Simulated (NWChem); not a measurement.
System: CH$_{4}$AlIO$_{2}$; SMILES [I][Al]([OH])[O]C

Output (shortened):

```
             Northwest Computational Chemistry Package (NWChem) 7.3.0
             --------------------------------------------------------

 C1  symmetry detected

                             Geometry "geometry" -> ""
                             -------------------------

 Output coordinates in angstroms (scale by  1.889725989 to convert to a.u.)

  No.       Tag          Charge          X              Y              Z
 ---- ---------------- ---------- -------------- -------------- --------------
    1 Al                  13.0000     0.41974191    -0.98384496    -0.00031264
    2 I                   53.0000    -0.13909417     1.41121914    -0.00003022
    3 O                    8.0000     2.02391653    -1.52701586    -0.00044045
    4 H                    1.0000     2.80460323    -0.97111528     0.00721534
    5 O                    8.0000    -0.84914427    -2.08054054     0.00027375
    6 C                    6.0000    -1.11354946    -3.44478616    -0.00002196
    7 H                    1.0000    -1.70464086    -3.72273019     0.89000484
    8 H                    1.0000    -1.70606399    -3.72210893    -0.88939421
    9 H                    1.0000    -0.19543370    -4.05950743    -0.00069466

 Effective nuclear repulsion energy (a.u.)     480.1344427301

 Summary of "ao basis" -> "ao basis" (spherical)
 ------------------------------------------------------------------------------
       Tag                 Description            Shells   Functions and Types
 ---------------- ------------------------------  ------  ---------------------
 Al                         def2-svp                 8       18   4s3p1d
 I                          def2-svp                10       26   4s4p2d
 O                          def2-svp                 6       14   3s2p1d
 H                          def2-svp                 3        5   2s1p
 C                          def2-svp                 6       14   3s2p1d

            General Information
            -------------------
          SCF calculation type: DFT
          Wavefunction type:  closed shell.
          No. of atoms     :     9
          No. of electrons :    64
           Alpha electrons :    32
            Beta electrons :    32
          Charge           :     0
          Spin multiplicity:     1
          Use of symmetry is: off; symmetry adaption is: off
          Maximum number of iterations: 150
          AO basis - number of functions:   106
                     number of shells:    48
          Convergence on energy requested:  1.00D-06
          Convergence on density requested:  1.00D-05
          Convergence on gradient requested:  5.00D-04

              XC Information
              --------------
                 Perdew 1991   Exchange Functional  1.000
                Perdew 1991 Correlation Functional  1.000 non-local
            Perdew 1991 LDA Correlation Functional  1.000 local

             Grid Information
             ----------------
          Grid used for XC integration:  medium
          Radial quadrature: Mura-Knowles
          Angular quadrature: Lebedev.
          Tag              B.-S. Rad. Rad. Pts. Rad. Cut. Ang. Pts.
          ---              ---------- --------- --------- ---------
          Al                  1.25       88          10.0       590
          I                   1.40      123          13.0       590
          O                   0.60       49          11.0       434
          H                   0.35       45          13.0       434
          C                   0.70       49          12.0       434
          Grid pruning is: on
          Number of quadrature shells:   538
          Spatial weights used:  Erf1

      Superposition of Atomic Density Guess
      -------------------------------------

 Sum of atomic energies:        -777.92277139

      Non-variational initial energy
      ------------------------------

 Total energy =    -728.969633
 1-e energy   =   -1721.823020
 2-e energy   =     686.811742
 HOMO         =      -0.364316
 LUMO         =      -0.037353

     ---------------------------------------------
      Total Density - Mulliken Population Analysis
     ---------------------------------------------

    Atom       Charge   Shell Charges
 -----------   ------   -------------------------------------------------------
    1 Al  13    11.57   2.00  1.99  0.62  0.06  5.93  0.51  0.24  0.23
    2 I   25    25.36   1.83  0.22  1.22  0.68  2.93  3.13  2.63  2.72  9.82  0.19
    3 O    8     8.88   1.99  1.10  0.64  3.15  1.99  0.00
    4 H    1     0.65   0.52  0.07  0.06
    5 O    8     8.90   1.99  1.10  0.67  3.12  2.02  0.01
    6 C    6     5.85   1.99  0.91  0.21  1.84  0.84  0.05
    7 H    1     0.93   0.69  0.22  0.02
    8 H    1     0.93   0.69  0.22  0.02
    9 H    1     0.93   0.69  0.22  0.02

   convergence    iter        energy       DeltaE   RMS-Dens  Diis-err
 ---------------- ----- ----------------- --------- --------- ---------
 d= 0,ls=0.0,diis     1   -730.9077404117 -1.04D+03  2.04D-02  1.06D+00
 d= 0,ls=0.0,diis     2   -730.5312740055  3.76D-01  1.40D-02  4.80D+00
 d= 0,ls=0.0,diis     3   -731.0255064893 -4.94D-01  2.89D-03  6.41D-02
 d= 0,ls=0.0,diis     4   -731.0285072113 -3.00D-03  1.43D-03  3.60D-02
 d= 0,ls=0.0,diis     5   -731.0329416243 -4.43D-03  3.72D-04  2.60D-03
  Resetting Diis
 d= 0,ls=0.0,diis     6   -731.0331416787 -2.00D-04  1.63D-04  4.11D-04
 d= 0,ls=0.0,diis     7   -731.0331961434 -5.45D-05  5.02D-05  5.28D-06
 d= 0,ls=0.0,diis     8   -731.0331951060  1.04D-06  3.19D-05  1.29D-05
 d= 0,ls=0.0,diis     9   -731.0331967916 -1.69D-06  5.14D-06  6.91D-07
 d= 0,ls=0.0,diis    10   -731.0331968601 -6.85D-08  1.74D-06  3.35D-08

         Total DFT energy =     -731.033196860115
      One electron energy =    -1726.479599325921
           Coulomb energy =      754.513210496480
    Exchange-Corr. energy =      -65.108452916701
 Nuclear repulsion energy =      306.041644886027

 Numeric. integr. density =       63.999997051632

                       DFT Final Molecular Orbital Analysis
                       ------------------------------------

 Vector   30  Occ=2.000000D+00  E=-2.501578D-01
              MO Center= -1.3D-01, -6.1D-01, -2.3D-03, r^2= 5.8D+00
   Bfn.  Coefficient  Atom+Function         Bfn.  Coefficient  Atom+Function
  ----- ------------  ---------------      ----- ------------  ---------------
    31      0.396157  2 I  pz                34      0.351866  2 I  pz
    69      0.329382  5 O  pz                50     -0.254409  3 O  pz
    72      0.250185  5 O  pz                53     -0.199308  3 O  pz
    28     -0.161895  2 I  pz                97      0.137114  8 H  s
    83     -0.134997  6 C  pz                92     -0.133806  7 H  s

 Vector   31  Occ=2.000000D+00  E=-2.397932D-01
              MO Center= -5.7D-01, -6.3D-01,  1.4D-04, r^2= 5.7D+00
   Bfn.  Coefficient  Atom+Function         Bfn.  Coefficient  Atom+Function
  ----- ------------  ---------------      ----- ------------  ---------------
    31      0.420962  2 I  pz                69     -0.402049  5 O  pz
    34      0.392637  2 I  pz                72     -0.304682  5 O  pz
    28     -0.172283  2 I  pz                92      0.157046  7 H  s
    97     -0.156908  8 H  s                 83      0.147633  6 C  pz
    25     -0.139366  2 I  pz                93      0.109690  7 H  s

 Vector   32  Occ=2.000000D+00  E=-2.384678D-01
              MO Center= -1.7D-01,  6.8D-01, -1.6D-04, r^2= 4.2D+00
   Bfn.  Coefficient  Atom+Function         Bfn.  Coefficient  Atom+Function
  ----- ------------  ---------------      ----- ------------  ---------------
    29      0.541123  2 I  px                32      0.482107  2 I  px
    26     -0.219867  2 I  px                67     -0.195815  5 O  px
    23     -0.177984  2 I  px                70     -0.148557  5 O  px
    49     -0.111285  3 O  py                30      0.108679  2 I  py
    68      0.102734  5 O  py                33      0.099439  2 I  py

 Vector   33  Occ=0.000000D+00  E=-5.732680D-02
              MO Center=  4.6D-01, -5.3D-01, -1.2D-03, r^2= 5.2D+00
   Bfn.  Coefficient  Atom+Function         Bfn.  Coefficient  Atom+Function
  ----- ------------  ---------------      ----- ------------  ---------------
     4      1.051574  1 Al s                 33      0.496613  2 I  py
     3      0.345748  1 Al s                 47     -0.346904  3 O  s
    22     -0.323391  2 I  s                 66     -0.302551  5 O  s
    21     -0.265006  2 I  s                 30      0.258187  2 I  py
     2      0.254218  1 Al s                 12      0.178525  1 Al py

 Vector   34  Occ=0.000000D+00  E=-2.722569D-02
              MO Center=  3.5D-01, -8.2D-01,  1.4D-03, r^2= 4.4D+00
   Bfn.  Coefficient  Atom+Function         Bfn.  Coefficient  Atom+Function
  ----- ------------  ---------------      ----- ------------  ---------------
    13      0.781737  1 Al pz                10      0.365299  1 Al pz
    34     -0.255617  2 I  pz                50     -0.219594  3 O  pz
    53     -0.218451  3 O  pz                69     -0.211729  5 O  pz
    72     -0.198795  5 O  pz                31     -0.191537  2 I  pz
     7     -0.181045  1 Al pz                93      0.137087  7 H  s

 Vector   35  Occ=0.000000D+00  E= 2.725334D-02
              MO Center=  1.2D+00, -1.0D+00,  3.4D-03, r^2= 7.1D+00
   Bfn.  Coefficient  Atom+Function         Bfn.  Coefficient  Atom+Function
  ----- ------------  ---------------      ----- ------------  ---------------
    80      0.720687  6 C  s                 60     -0.674538  4 H  s
    47      0.627467  3 O  s                  3      0.615763  1 Al s
    11     -0.537553  1 Al px               103     -0.506840  9 H  s
    33      0.350469  2 I  py                66     -0.299564  5 O  s
    12      0.251488  1 Al py                93     -0.246556  7 H  s

     ---------------------------------------------
      Total Density - Mulliken Population Analysis
     ---------------------------------------------

    Atom       Charge   Shell Charges
 -----------   ------   -------------------------------------------------------
    1 Al  13    12.31   2.00  1.98  0.74 -0.02  5.92  0.85  0.47  0.37
    2 I   25    25.25   1.83  0.22  1.37  0.53  2.94  3.12  2.65  2.59  9.79  0.23
    3 O    8     8.39   1.99  1.07  0.64  2.89  1.80  0.01
    4 H    1     0.81   0.68  0.06  0.07
    5 O    8     8.46   1.99  1.07  0.67  2.91  1.81  0.01
    6 C    6     5.83   1.98  0.91  0.11  2.08  0.69  0.05
    7 H    1     0.98   0.75  0.21  0.02
    8 H    1     0.98   0.75  0.21  0.02
    9 H    1     0.98   0.75  0.21  0.02

     -------------------------------------------
      Total Density - Lowdin Population Analysis
     -------------------------------------------

    Atom       Charge   Shell Charges
 -----------   ------   -------------------------------------------------------
    1 Al  13    12.74   2.00  1.93  0.51  0.21  5.81  0.97  0.72  0.61
    2 I   25    25.05   1.25  0.73  1.06  0.77  2.77  3.19  2.53  2.72  9.47  0.55
    3 O    8     8.19   1.97  0.87  0.59  2.71  2.04  0.01
    4 H    1     0.91   0.55  0.17  0.19
    5 O    8     8.21   1.97  0.88  0.57  2.76  2.01  0.01
    6 C    6     5.94   1.96  0.57  0.30  1.84  1.13  0.13
    7 H    1     0.98   0.65  0.27  0.06
    8 H    1     0.98   0.65  0.27  0.06
    9 H    1     0.99   0.65  0.27  0.06

     Multipole analysis of the density
     ---------------------------------

     L   x y z        total         alpha         beta         nuclear
     -   - - -        -----         -----         ----         -------
     0   0 0 0      0.000000    -32.000000    -32.000000     64.000000

     1   1 0 0      0.434082     -3.462857     -3.462857      7.359796
     1   0 1 0     -0.367396     37.151747     37.151747    -74.670890
     1   0 0 1      0.003905      0.001153      0.001153      0.001599

     2   2 0 0    -40.204501   -131.649333   -131.649333    223.094164
     2   1 1 0      1.867245    -22.125980    -22.125980     46.119204
     2   1 0 1      0.030790     -0.002731     -0.002731      0.036252
     2   0 2 0    -40.495315   -434.473351   -434.473351    828.451388
     2   0 1 1     -0.005343      0.002332      0.002332     -0.010006
     2   0 0 2    -40.891127    -23.272394    -23.272394      5.653661
```

Level: PW91/def2-SVP with def2 effective core potentials on I. Coordinates come from a PBE0/def2-SVP optimisation. No frequency run checked for a minimum. def2 effective core potentials on I; no spin-orbit coupling.

Which NWChem input produces such a log?

This is not unique; one that fits is the input that was run:
```
start job
memory heap 200 mb stack 900 mb global 1100 mb
geometry units angstroms noautoz
  Al     0.456205    -0.957880    -0.001143
  I      0.305111     1.496869    -0.003946
  O      1.947169    -1.761271    -0.000848
  H      2.809717    -1.343514     0.005921
  O     -0.977981    -1.827316     0.001142
  C     -1.466459    -3.128263     0.002713
  H     -2.095298    -3.302471     0.893220
  H     -2.097322    -3.303902    -0.886178
  H     -0.663870    -3.887651     0.002687
end
basis spherical
  Al library def2-svp
  I library def2-svp
  O library def2-svp
  H library def2-svp
  C library def2-svp
end
ecp
  I library def2-ecp
end
dft
  xc xperdew91 perdew91
  iterations 150
  mulliken
end
task dft energy
```
